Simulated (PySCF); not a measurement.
C2H4FNOSi, SMILES C(O[Si@H](F)C)#N. Atoms are numbered in the order given.

```xyz
10

C     -2.2453     0.2600     0.5300
Si    -0.4885    -0.2762     0.5807
F     -0.3288    -1.8027     0.0820
O      0.3105     0.6937    -0.5747
C      1.5709     0.8378    -0.7424
N      2.7081     0.9961    -0.9153
H     -2.8589    -0.3570     1.2035
H     -2.6416     0.1607    -0.4919
H     -2.3369     1.3121     0.8392
H      0.2407    -0.1347     1.8598
```

Coordinates come from a PBE0-D3(BJ)/def2-SVP optimisation. The structure was generated by enumeration; whether it is a known compound was not checked. Other conformers were not sampled.

All values below come from PBE0-D3(BJ)/def2-SVP (PySCF).

Frequencies are harmonic and unscaled.

| mode | ν (cm⁻¹) | IR (km/mol) | Raman (Å⁴/amu) | depolarisation | moving atoms (share of kinetic energy) |
|---|---|---|---|---|---|
| 1 | 45 | 1.6 | 1.4 | 0.75 | N 32 %, O 30 %, F 20 %, C 9 % |
| 2 | 103 | 2.2 | 1.7 | 0.65 | N 34 %, O 24 %, H 13 %, C 13 %, Si 8 % |
| 3 | 131 | 0.3 | 0.1 | 0.73 | H 94 % |
| 4 | 204 | 0.2 | 1.5 | 0.69 | C 32 %, H 25 %, F 20 %, N 8 %, O 8 % |
| 5 | 267 | 15.3 | 0.9 | 0.68 | F 24 %, C 21 %, Si 17 %, O 17 %, H 16 % |
| 6 | 309 | 16.0 | 0.8 | 0.73 | Si 30 %, F 29 %, O 19 %, H 12 % |
| 7 | 519 | 3.7 | 2.5 | 0.54 | C 72 %, N 15 % |
| 8 | 528 | 12.8 | 3.7 | 0.66 | C 68 %, N 15 %, O 11 % |
| 9 | 644 | 36.5 | 11.8 | 0.20 | H 40 %, C 27 %, O 17 % |
| 10 | 723 | 36.6 | 3.9 | 0.75 | H 44 %, O 18 %, C 18 %, Si 14 % |
| 11 | 758 | 23.6 | 6.5 | 0.32 | H 63 %, O 15 %, C 11 % |
| 12 | 786 | 98.6 | 3.5 | 0.12 | H 40 %, Si 31 %, C 26 % |
| 13 | 858 | 23.6 | 7.0 | 0.75 | H 66 %, F 24 % |
| 14 | 886 | 229.8 | 5.7 | 0.75 | H 73 %, Si 15 %, C 10 % |
| 15 | 962 | 224.1 | 1.1 | 0.51 | Si 44 %, F 29 %, H 23 % |
| 16 | 1239 | 260.2 | 3.0 | 0.13 | O 65 %, N 29 % |
| 17 | 1280 | 70.0 | 1.7 | 0.19 | H 75 %, C 23 % |
| 18 | 1418 | 6.4 | 11.5 | 0.75 | H 96 % |
| 19 | 1420 | 5.9 | 10.9 | 0.75 | H 96 % |
| 20 | 2318 | 82.9 | 102.6 | 0.17 | H 96 % |
| 21 | 2443 | 299.5 | 53.0 | 0.23 | C 66 %, N 31 % |
| 22 | 3068 | 1.6 | 133.9 | 0.00 | H 97 % |
| 23 | 3179 | 0.1 | 72.7 | 0.74 | H 91 %, C 9 % |
| 24 | 3180 | 0.4 | 78.0 | 0.75 | H 91 %, C 9 % |
